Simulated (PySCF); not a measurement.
Molecule: `FC1=CSC(C)=N1`, C4H4FNS.

Bonds (- single, = double, # triple, : aromatic): C1-C2, C2:N3, N3:C4, C4-F5, C4:C6, C6:S7, S7:C2. C1 carries H8, H9, H10; C6 carries H11.

Frames of a GFN2-xTB Langevin trajectory at 200 K; GIAO PBE0/pcSseg-1 shieldings in PySCF, gas phase, non-relativistic; equivalent atoms averaged within each frame.

Chemical shifts δ = σref − σ; ¹³C (σ = 186.93 ppm) and ¹H (σ = 31.72 ppm) against TMS; NH3 for ¹⁵N (σ = 267.73 ppm); ¹⁹F (σ = 170.95 ppm) against CFCl3; ³³S (σ = 503.73 ppm) against CS2, all at this level. The references are static minima.

Question: How do the shifts (ppm) fluctuate along the trajectory?

Answer: 
```tsv
time (fs)	C4	C2	C6	C1	N3	F5	S7	H11	H8/H9/H10
250	170.4	169.3	97.6	21.3	327.7	-101.9	244	6.46	2.64
425	168.2	173.5	98.2	23.8	335.5	-107.1	266	6.22	3.14
625	167.6	175.4	104.8	25.4	335.4	-110.7	278	6.38	2.77
800	168.3	178.1	97.7	22.4	334.0	-108.3	283	6.23	2.86
1000	170.1	174.2	106.9	21.1	334.8	-109.6	303	6.38	2.66
mean of frames	168.9	174.1	101.0	22.8	333.5	-107.5	275	6.33	2.81
standard deviation	1.2	3.2	4.5	1.8	3.3	3.4	22	0.10	0.20
```

5 frames give an uncertainty of the mean of about the standard deviation over 2.2 at best, since frames this close in time may not be independent; classical motion lacks zero-point vibration, and the reference would need the same averaging.
